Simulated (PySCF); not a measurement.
ClSi, charge +1, multiplicity 1. Atoms are numbered in the order given.

```xyz
2

Si     0.0000     0.0000    -1.0830
Cl     0.0000     0.0000     0.8918
```
Charge +1, spin multiplicity 1.

Geometry optimised at PBE-D3(BJ)/def2-TZVPD.

Level of theory: TDA-PBE/def2-TZVPD (PySCF 2.14.0).

Vertical excitations; the highest root listed may be one member of a degenerate set. Gas-phase values at a fixed geometry. State labels are in the subgroup C2v.

| state | symmetry | energy (eV) | λ (nm) | f | main pairs |
|---|---|---|---|---|---|
| S1 | A2 | 5.22 | 237 | 0.000 | HOMO−1→LUMO 50 %, HOMO−2→LUMO+1 50 % |
| S2 | A1 | 5.38 | 231 | 0.000 | HOMO−1→LUMO+1, HOMO−2→LUMO (degenerate set) |
| S3 | A2 | 5.38 | 231 | 0.000 | HOMO−2→LUMO+1, HOMO−1→LUMO (degenerate set) |
| S4 | B2 | 5.48 | 226 | 0.060 | HOMO→LUMO+1 (degenerate set) |
| S5 | B1 | 5.48 | 226 | 0.060 | HOMO→LUMO (degenerate set) |
| S6 | A1 | 7.03 | 176 | 0.075 | HOMO−2→LUMO 38 %, HOMO−1→LUMO+1 38 %, HOMO→LUMO+2 19 % |
| S7 | B2 | 9.01 | 138 | 0.009 | HOMO−1→LUMO+2 (degenerate set) |
| S8 | B1 | 9.01 | 138 | 0.009 | HOMO−2→LUMO+2 (degenerate set) |
| S9 | B2 | 10.01 | 124 | 0.136 | HOMO−3→LUMO+1 (degenerate set) |
| S10 | B1 | 10.01 | 124 | 0.136 | HOMO−3→LUMO (degenerate set) |
| T1 | B2 | 3.66 | 339 | 0 | HOMO→LUMO+1 (degenerate set) |
| T2 | B1 | 3.66 | 339 | 0 | HOMO→LUMO (degenerate set) |
| T3 | A1 | 4.62 | 268 | 0 | HOMO−1→LUMO+1 50 %, HOMO−2→LUMO 50 % |
| T4 | A1 | 4.84 | 256 | 0 | HOMO−2→LUMO 50 %, HOMO−1→LUMO+1 50 % |
Triplets are in the Tamm–Dancoff approximation.
